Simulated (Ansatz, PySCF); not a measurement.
Lewis adduct: AlH3 (SMILES [AlH3]) (first 4 atoms) with H2O (SMILES O); geometry from B3LYP-D3(BJ)/def2-TZVP, rigid monomers moved along the line of their centres of mass till Al1···O5 is 1.84 Å.
(charge 0, multiplicity 1):
```xyz
7

Al    -0.021     0.218     0.326
H      0.603    -0.935    -0.566
H     -1.608     0.386     0.337
H      0.869     1.510     0.619
O      0.100    -0.474     2.026
H     -0.765    -0.576     2.444
H      0.648     0.070     2.606
```

Interaction energies are E(AB) − E(A) − E(B) at the monomers' geometry in the complex; basis-set methods are counterpoise corrected. Rows marked so take none.

Correlated levels freeze the cores. CBS(a, b) extrapolates the correlation energy as X⁻³ and adds the Hartree–Fock energy of set b. Rows in 6-31G* carry no dispersion term and start afresh at each structure (6-31G* with six Cartesian d functions).

Run with Ansatz (an electronic-structure program) with Gaussian orbitals; PySCF for 6-31G* rows, the dispersion terms. Values without a source in brackets are computed.

```json
[
 {"level": "BP86/6-31G* (no counterpoise)", "interaction energy (kcal/mol)": "-21.45"},
 {"level": "r2SCAN-D4/def2-TZVPPD", "interaction energy (kcal/mol)": "-21.29"},
 {"level": "B3LYP-D3(BJ)/def2-TZVPPD", "interaction energy (kcal/mol)": "-18.25"},
 {"level": "MP2/aug-cc-pV(D+d)Z", "interaction energy (kcal/mol)": "-15.04"},
 {"level": "MP2/aug-cc-pV(T+d)Z", "interaction energy (kcal/mol)": "-18.81"},
 {"level": "SCS-MP2/aug-cc-pV(T+d)Z", "interaction energy (kcal/mol)": "-17.68"},
 {"level": "CCSD(T)/aug-cc-pV(D+d)Z", "interaction energy (kcal/mol)": "-14.62"},
 {"level": "CCSD(T)/aug-cc-pV(T+d)Z", "interaction energy (kcal/mol)": "-18.73"},
 {"level": "CCSD(T)/CBS(aug-cc-pV(D+d)Z, aug-cc-pV(T+d)Z)", "interaction energy (kcal/mol)": "?"}
]
```

**Question.** Fill in the missing entries.

**Answer.** 
- CCSD(T)/CBS(aug-cc-pV(D+d)Z, aug-cc-pV(T+d)Z), interaction energy (kcal/mol): -19.42
